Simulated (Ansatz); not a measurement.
`ClBCl` + CH₃OH → `COBCl` + HCl at 700 K and 1 bar (ligand exchange at a B–Cl bond).

Isolated molecules relaxed with PBE0-D4/def2-TZVP in Ansatz; ΔE leaves out vibrations. CCSD(T)/CBS adds triple-zeta CCSD(T) − MP2 to the extrapolated MP2 energy (def2 sets, frozen cores). This one scheme is used for every species. Each species was taken in one conformer, which may not be the lowest.

```
species  CCSD(T)/CBS energy (Eh)  H − E (kJ/mol)  S (J/(mol·K))
`ClBCl`               -945.02167            75.0          318.4
  CH₃OH               -115.61712           170.8          288.5
`COBCl`               -600.27977           205.1          384.0
    HCl               -460.38127            38.4          211.8
```

H − E and S are ideal-gas, rigid-rotor, harmonic terms from PBE0-D4/def2-TZVP, for one conformer and one mirror image of each species. 1 Eh = 2625.50 kJ/mol, R = 8.31446 J/(mol·K).

Problem. By hand: ΔE, ΔH, ΔS and ΔG.

Solution. ΔE = (-600.27977) + (-460.38127) − (-945.02167) − (-115.61712) = -0.02225 Eh = -58.4 kJ/mol. Δ(H − E) = 205.1 + 38.4 − 75.0 − 170.8 = -2.3, so ΔH = -60.7 kJ/mol. ΔS = 384.0 + 211.8 − 318.4 − 288.5 = -11.1 J/(mol·K). ΔG = -60.7 − 700 × (-11.1)/1000 = -52.9 kJ/mol.

Problem. By hand: the equilibrium constant, and the temperature at which ΔG would vanish if ΔH and ΔS stayed fixed.

Solution. log₁₀ K = −ΔG/(RT ln 10) = 3.9. ΔG = 0 at ΔH/ΔS = 5468 K, far beyond where these terms or the molecules hold.

The number of gas molecules stays the same, so ΔS is small and ΔH decides. A doubt of 5 kJ/mol in ΔE shifts log₁₀ K by 0.4 here. Other conformers and mirror images would add mixing entropy, several J/(mol·K) or more a flexible species. These are equilibria of isolated gas molecules and say nothing of rates. Largest T1 diagnostic: 0.012 (customary marks: 0.02 for closed shells, 0.045 for open ones).
